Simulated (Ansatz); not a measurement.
`BCC[SiH3]`, charge 0, multiplicity 1.

Question: Give a relaxed structure at PBE0-D4/def2-TZVP (Ansatz). (An estimate is asked.)

Answer: Ansatz gave: 
Cartesian coordinates in Å:
```
B 1.939 0.317 0.796
C 0.883 -0.598 0.138
C -0.238 0.484 0.062
Si -1.796 -0.220 -0.716
H 1.969 0.446 1.987
H 2.642 1.013 0.118
H 0.538 -1.439 0.742
H 1.118 -0.950 -0.868
H -0.493 0.862 1.059
H 0.082 1.348 -0.532
H -2.282 -1.367 0.097
H -1.490 -0.703 -2.089
H -2.870 0.807 -0.793
```
Point group Cs.
This is one stationary point; other conformers may exist.
